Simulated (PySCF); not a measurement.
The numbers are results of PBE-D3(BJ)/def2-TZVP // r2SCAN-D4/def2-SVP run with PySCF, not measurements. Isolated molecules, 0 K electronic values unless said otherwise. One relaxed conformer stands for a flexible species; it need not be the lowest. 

Reference species: [Y(Cl)(OH)2] (neutral, multiplicity 1).

The LUMO comes out as -2.63 eV. The charge on the central atom (Mulliken) is 1.31 e. The HOMO is -6.79 eV and the HOMO–LUMO gap comes out as 4.16 eV.

Changed species: [Y(Cl)3] (0 of 3 Cl replaced by OH; the reference has 2 of 3 Cl replaced by OH).

Task: What does the change do to the LUMO, charge on the central atom (Mulliken), HOMO and HOMO–LUMO gap?

Result: the LUMO drops by 1.06 eV, to -3.69 eV; the charge on the central atom (Mulliken) decreases by 0.15 e, to 1.16 e; the HOMO falls by 0.95 eV, to -7.74 eV; the HOMO–LUMO gap drops by 0.11 eV, to 4.05 eV.
